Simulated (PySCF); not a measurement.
Zn(I)(GeH3) (GeH3IZn), SMILES [GeH3][Zn][I]. Atoms are numbered in the order given.

```xyz
6

Zn     0.0000     0.0000     0.3781
I      0.0000     0.0000    -2.0718
Ge     0.0000     0.0000     2.7655
H      1.2445     0.7185     3.3235
H     -1.2445     0.7185     3.3235
H      0.0000    -1.4370     3.3235
```
Charge 0, spin multiplicity 1.

Geometry: PBE0-D3(BJ)/def2-SVP. The structure was generated by enumeration; whether it is a known compound was not checked. The def2 effective core potentials stand for the cores of I; spin–orbit coupling is left out.

These are PBE0-D3(BJ)/def2-SVP (PySCF) values and carry that method's errors.

Frequencies are harmonic and unscaled.

Modes within 1.5 cm⁻¹ of each other (mostly degenerate sets) share a row, with their intensities summed.

| mode | ν (cm⁻¹) | IR (km/mol) | Raman (Å⁴/amu) | depolarisation | moving atoms (share of kinetic energy) |
|---|---|---|---|---|---|
| 1–2 | 62 | 7.4 | 0.1 | – | Zn 72 %, Ge 13 %, I 10 % |
| 3 | 162 | 6.3 | 16.7 | 0.27 | Ge 55 %, I 42 % |
| 4 | 321 | 30.1 | 0.7 | 0.09 | Zn 75 %, Ge 15 %, I 10 % |
| 5–6 | 413 | 7.4 | 0.9 | 0.75 | H 93 % |
| 7 | 784 | 296.4 | 3.1 | 0.71 | H 97 % |
| 8–9 | 886 | 60.4 | 65.0 | 0.75 | H 99 % |
| 10 | 2138 | 89.0 | 365.3 | 0.00 | H 100 % |
| 11–12 | 2147 | 212.4 | 350.5 | 0.75 | H 98 % |
